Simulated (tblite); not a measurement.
Record of a relaxation.

Compound: C6H14BP.
SMILES with atom numbers: `[CH2:1]=[C:2]([CH2:3][BH:4][PH2:5])[CH2:6][CH2:7][CH3:8]` (hydrogens: H9, H10 on C1; H11, H12 on C3; H13 on B4; H14, H15 on P5; H16, H17 on C6; H18, H19 on C7; H20, H21, H22 on C8)

Computed with GFN2-xTB (tblite), gas phase: L-BFGS steps from a force-field or distance-geometry start until the largest atomic force falls under 0.01 eV/Å. 5 of its 300 geometries are shown.

Step 0: E = -643.5728 eV, largest atomic force 1.593 eV/Å
```
atom  x, y, z in Å  |  force x, y, z in eV/Å
C1      1.015    0.575   -1.531   -0.330  -0.037   0.020
C2      0.287   -0.211   -0.748    0.813   0.165  -0.865
C3      0.949   -1.215    0.153    0.109   0.647   1.452
B4      2.500   -1.092   -0.071    0.655   1.261   0.112
P5      3.446    0.332    0.773    0.249  -1.532   0.069
C6     -1.187   -0.074   -0.773   -0.269  -0.520  -0.641
C7     -1.637    0.300    0.607   -0.393  -0.475   1.144
C8     -3.139    0.474    0.696   -0.909   0.048   0.228
H9      0.518    1.284   -2.159    0.046   0.293  -0.245
H10     2.083    0.533   -1.558    0.138   0.070  -0.227
H11     0.544   -2.225    0.036   -0.140   0.284   0.063
H12     0.765   -0.841    1.203   -0.239  -0.633  -0.686
H13     2.974   -1.794   -0.872    0.526   0.093   0.091
H14     4.395    1.010   -0.070   -1.169  -0.140   0.756
H15     2.671    1.171    1.638    0.467  -0.131  -1.258
H16    -1.615   -1.045   -1.062   -0.126   0.106   0.095
H17    -1.512    0.657   -1.542    0.216  -0.236   0.519
H18    -1.110    1.206    0.943   -0.180  -0.269  -0.024
H19    -1.411   -0.545    1.316    0.137   0.776  -0.611
H20    -3.652   -0.370    0.158    0.382   0.876   0.585
H21    -3.490    1.443    0.287    0.221  -0.668   0.098
H22    -3.403    0.445    1.772   -0.208   0.020  -0.674
```

Step 75: E = -644.6101 eV, largest atomic force 0.057 eV/Å
```
atom  x, y, z in Å  |  force x, y, z in eV/Å
C1      0.931    0.733   -1.593    0.004  -0.001   0.006
C2      0.301   -0.120   -0.800    0.020   0.026   0.047
C3      1.036   -1.124    0.058    0.014  -0.022   0.006
B4      2.615   -1.040   -0.055   -0.004   0.006  -0.001
P5      3.567    0.086    1.091    0.002  -0.016  -0.012
C6     -1.199   -0.139   -0.693    0.007  -0.004   0.003
C7     -1.700    0.281    0.694    0.003   0.013  -0.007
C8     -3.211    0.472    0.706    0.004  -0.004  -0.007
H9      0.402    1.450   -2.200   -0.019  -0.010   0.003
H10     2.006    0.744   -1.671    0.008   0.007  -0.015
H11     0.656   -2.114   -0.211    0.011  -0.021  -0.010
H12     0.724   -0.946    1.093    0.009  -0.001  -0.003
H13     3.219   -1.765   -0.752   -0.020   0.012   0.007
H14     4.497    0.620    0.221   -0.007   0.000   0.002
H15     2.743    1.193    1.122   -0.011  -0.001  -0.003
H16    -1.566   -1.146   -0.911   -0.011  -0.008  -0.009
H17    -1.618    0.539   -1.440    0.003   0.003   0.004
H18    -1.213    1.215    0.981    0.002   0.013   0.001
H19    -1.432   -0.478    1.432    0.000   0.011  -0.012
H20    -3.715   -0.446    0.409   -0.003  -0.004   0.006
H21    -3.502    1.260    0.014   -0.010   0.000   0.005
H22    -3.553    0.745    1.702   -0.002   0.000  -0.012
```

Step 150: E = -644.6274 eV, largest atomic force 0.020 eV/Å
```
atom  x, y, z in Å  |  force x, y, z in eV/Å
C1      0.927    0.767   -1.555   -0.004   0.001  -0.006
C2      0.309   -0.167   -0.848    0.004  -0.001  -0.012
C3      1.046   -1.284   -0.147   -0.009   0.003  -0.002
B4      2.616   -1.077   -0.109   -0.014   0.008   0.004
P5      3.355   -0.029    1.246    0.003   0.003   0.010
C6     -1.188   -0.170   -0.688    0.009  -0.007  -0.012
C7     -1.619    0.542    0.599    0.009  -0.002  -0.005
C8     -3.127    0.471    0.803    0.002   0.000  -0.006
H9      0.383    1.550   -2.056   -0.004  -0.002  -0.003
H10     1.999    0.781   -1.668   -0.008   0.000   0.003
H11     0.757   -2.218   -0.640    0.008  -0.001  -0.009
H12     0.647   -1.338    0.872   -0.007  -0.017  -0.004
H13     3.332   -1.655   -0.835   -0.001  -0.003   0.012
H14     4.283    0.704    0.534    0.008   0.005  -0.006
H15     2.412    0.974    1.335    0.002   0.004   0.003
H16    -1.553   -1.200   -0.667   -0.003   0.002   0.020
H17    -1.649    0.335   -1.540    0.001   0.003   0.011
H18    -1.305    1.587    0.547    0.006   0.006  -0.001
H19    -1.117    0.089    1.457    0.000  -0.007   0.006
H20    -3.450   -0.561    0.926    0.004  -0.005  -0.005
H21    -3.647    0.890   -0.056   -0.005   0.016   0.007
H22    -3.420    1.030    1.689    0.000  -0.005  -0.002
```

Step 224: E = -644.6765 eV, largest atomic force 0.251 eV/Å
```
atom  x, y, z in Å  |  force x, y, z in eV/Å
C1      0.763    0.683   -1.857    0.088   0.061  -0.149
C2      0.270   -0.288   -1.106   -0.029  -0.095   0.109
C3      1.141   -1.428   -0.638   -0.055  -0.019  -0.092
B4      2.395   -1.069    0.257   -0.051   0.066  -0.040
P5      2.379    0.324    1.493   -0.026   0.212  -0.091
C6     -1.168   -0.265   -0.667    0.012   0.026  -0.052
C7     -1.314    0.485    0.661    0.075   0.004   0.016
C8     -2.770    0.662    1.071    0.022  -0.028  -0.006
H9      0.153    1.494   -2.220    0.026  -0.023   0.029
H10     1.797    0.685   -2.165   -0.001   0.035   0.004
H11     1.457   -1.992   -1.524   -0.009   0.008   0.100
H12     0.539   -2.126   -0.042    0.000   0.025  -0.052
H13     3.300   -1.814    0.276    0.034  -0.007   0.045
H14     3.658    0.833    1.327   -0.112  -0.055   0.006
H15     1.723    1.338    0.808    0.147  -0.188   0.079
H16    -1.549   -1.283   -0.569   -0.033  -0.006   0.061
H17    -1.767    0.244   -1.424   -0.037   0.039  -0.032
H18    -0.849    1.470    0.557   -0.012  -0.060   0.017
H19    -0.767   -0.064    1.434   -0.025   0.078   0.037
H20    -3.242   -0.305    1.226   -0.050   0.005  -0.028
H21    -3.320    1.205    0.304    0.008  -0.066  -0.009
H22    -2.841    1.230    1.995    0.029  -0.013   0.051
```

Step 299: E = -644.7581 eV, largest atomic force 0.010 eV/Å
```
atom  x, y, z in Å  |  force x, y, z in eV/Å
C1      0.773    0.606   -2.141   -0.001   0.000   0.000
C2      0.271   -0.224   -1.238    0.003  -0.005  -0.008
C3      1.085   -1.324   -0.619    0.004   0.001   0.008
B4      1.869   -0.941    0.702   -0.001  -0.005   0.001
P5      2.204    0.822    1.217   -0.003  -0.006   0.001
C6     -1.142   -0.100   -0.744    0.005   0.004  -0.001
C7     -1.202    0.317    0.728    0.000   0.000   0.004
C8     -2.637    0.483    1.208    0.001   0.002   0.002
H9      0.191    1.407   -2.564    0.003   0.003  -0.002
H10     1.784    0.512   -2.504   -0.003  -0.002   0.000
H11     1.854   -1.643   -1.332   -0.002   0.000   0.001
H12     0.451   -2.199   -0.454    0.003  -0.003  -0.001
H13     2.212   -1.797    1.429    0.000   0.003   0.001
H14     3.539    0.707    1.550    0.004   0.000  -0.003
H15     2.414    1.418   -0.009   -0.003   0.006   0.000
H16    -1.653   -1.060   -0.862   -0.002   0.002   0.000
H17    -1.674    0.640   -1.345   -0.004   0.003  -0.003
H18    -0.659    1.259    0.852   -0.008  -0.004   0.001
H19    -0.697   -0.435    1.341    0.006   0.001  -0.001
H20    -3.186   -0.452    1.105   -0.001   0.004  -0.002
H21    -3.149    1.246    0.626   -0.004  -0.003  -0.002
H22    -2.658    0.779    2.254    0.002   0.000   0.002
```

Question: Summarise the path.

Answer: The energy falls by 1.1853 eV from step 0 to step 299; nine tenths of that is first reached at step 191. It falls at every step. The largest force goes from 1.593 to 0.010 eV/Å. Among the bonds P5–H14 changes most, from 1.440 to 1.380 Å; the atoms move by 1.165 Å rms after alignment.

Question: Follow the three bonds and two angles with the largest change from start to end.

Answer: 
```csv
step,E above end (eV),largest force (eV/Å),P5–H14 (Å),P5–H15 (Å),B4–P5 (Å),H14–P5–H15 (°),B4–P5–H14 (°)
0,1.1853,1.593,1.440,1.432,1.906,115.8,114.8
13,0.2200,0.209,1.379,1.378,1.880,93.8,98.9
26,0.1735,0.121,1.382,1.386,1.870,95.5,99.1
39,0.1579,0.078,1.380,1.378,1.867,96.0,101.1
52,0.1519,0.033,1.380,1.380,1.865,96.2,100.9
65,0.1501,0.028,1.380,1.380,1.866,96.1,101.0
78,0.1474,0.039,1.381,1.380,1.866,96.2,101.0
91,0.1450,0.042,1.380,1.380,1.865,96.2,100.9
104,0.1405,0.035,1.381,1.379,1.866,96.1,100.7
117,0.1391,0.031,1.381,1.380,1.867,96.1,100.3
130,0.1352,0.026,1.380,1.379,1.865,96.1,100.0
143,0.1320,0.030,1.380,1.380,1.866,96.2,100.9
156,0.1295,0.036,1.381,1.379,1.865,96.0,101.2
169,0.1263,0.040,1.380,1.381,1.864,96.0,100.8
182,0.1242,0.036,1.380,1.379,1.865,96.2,101.4
195,0.1139,0.088,1.383,1.382,1.868,96.1,101.2
208,0.1039,0.052,1.380,1.378,1.865,96.0,99.9
221,0.0896,0.167,1.384,1.381,1.861,96.5,100.0
234,0.0602,0.130,1.380,1.377,1.864,95.9,100.1
247,0.0202,0.125,1.381,1.380,1.869,95.8,98.6
260,0.0058,0.052,1.380,1.380,1.868,95.8,99.4
273,0.0030,0.025,1.381,1.380,1.868,95.7,98.9
286,0.0009,0.035,1.380,1.379,1.867,95.8,99.4
299,0.0000,0.010,1.380,1.379,1.867,95.9,99.3
```

The cost below is that of the whole relaxation. On an Intel Xeon at 2.50 GHz with one thread, on a shared host, this took 8.1 s.
